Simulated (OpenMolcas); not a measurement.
## Cu2+ in MgO

Cu2+ with its 6 nearest oxide ions at 2.108 Å, on the Mg site of MgO (a = 4.2112 Å, distance in the model lattice 2.106 Å). The rest of the host is ab initio model potentials to 7.6 Å, with orthogonalisation functions on the cations behind the ligands, and point charges beyond; the distance is set by hand and nothing relaxes. Ligand basis ANO-RCC-VDZP.
```
Cu    0.0000    0.0000    0.0000
O     2.1080    0.0000    0.0000
O     0.0000    2.1080    0.0000
O    -2.1080    0.0000    0.0000
O     0.0000   -2.1080    0.0000
O     0.0000    0.0000    2.1080
O     0.0000    0.0000   -2.1080
```

```
Program             : OpenMolcas
Method              : CASSCF
Basis               : ANO-RCC-VTZP [6s5p3d2f1g]
Scalar Hamiltonian  : DKH2, point nucleus
Active space        : 9 electrons in 5 orbitals (3d)
State averaging     : 2S+1 = 2 even, 5 roots
Spin-orbit coupling : RASSI with atomic mean-field integrals over the reference wave functions
```

The lowest spin-free states (labels of O, the rotations of Oh), above the lowest:

| State | Degeneracy | E (cm-1) | Free-ion L (%) |
| --- | --- | --- | --- |
| 2E | 2 | 0.0 | D (100) |
| 2T2 | 3 | 6910 | D (100) |

The lowest levels with spin-orbit coupling:

```csv
E (cm-1),Degeneracy,Label,2S+1,g
0.0,4,Γ8,2,
6242,2,Γ7,2,1.98 1.98 1.98
7571,4,Γ8,2,
```

Powder χT (cm3 K/mol): 0.539 at 2 K, 0.54 at 10 K, 0.545 at 50 K, 0.551 at 100 K, 0.564 at 200 K, 0.576 at 300 K. The effective moment at 300 K is 2.828 √(χT) = 2.15 μB.

The lowest level has 2S+1 = 2, for which the spin-only value is χT = S(S+1) / 2 = 0.375 cm3 K/mol (g = 2). The computed 0.576 at 300 K differs by +0.201, through orbital momentum, spin-orbit coupling and any other state in reach.

Metal share of the active 3d orbitals (Löwdin): 94, 94, 98, 98, 98 %; Mulliken charge of the metal 1.37.

The gap between the two states is 10Dq = 6910 cm-1.

An orbital doublet at a regular site is open to a Jahn-Teller distortion, which this geometry leaves out. Ligand-to-metal charge-transfer states are missing. With metal d orbitals alone and no dynamic correlation 10Dq can be off by a tenth to a fifth, either way, in oxide and fluoride hosts. No measured value stands beside these numbers; the geometry was set by hand and not optimised.
